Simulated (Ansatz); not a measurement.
Stepwise reaction of `CS[Si]SC` with hydrogen, as a gas-phase model of exchange steps in deposition or etching. ΔE in kJ/mol; ΔG adds harmonic PBE0-D4 terms to CCSD(T)/CBS, at 1 bar.

Isolated molecules relaxed with PBE0-D4/def2-TZVP in Ansatz; ΔE leaves out vibrations. CCSD(T)/CBS is the MP2 limit (def2-TZVPP, def2-QZVPP) plus CCSD(T) − MP2 in def2-TZVPP, frozen cores. This one scheme is used for every species. DFT in def2-TZVPP. B3LYP here is the variant with VWN-RPA as its local correlation; programs differ in this. Each species was taken in one conformer, which may not be the lowest.

```tsv
step	reaction	PBE-D4	B3LYP-D4	ωB97M-V	CCSD(T)/CBS	ΔG(400 K)
1	`CS[Si]SC` + H₂ → `CS[SiH]` + CH₃SH	64.7	57.3	49.9	54.9	37.9
2	`CS[SiH]` + H₂ → `[SiH2]` + CH₃SH	136.1	120.6	115.7	118.2	105.8
```

(1) By hand: ΔE of the 2 steps together at CCSD(T)/CBS.

## Answers

(1) (54.9) + (118.2) = 173.1 kJ/mol, or 86.5 kJ/mol a step.

In ΔE each step is higher than the one before. All are uphill at CCSD(T)/CBS. ΔG lies between 37.9 and 105.8 kJ/mol a step. PBE-D4 differs from CCSD(T)/CBS by 9.8 to 17.9 kJ/mol a step. Isolated molecules leave out the surface, adducts and barriers. Largest T1 diagnostic: 0.016.
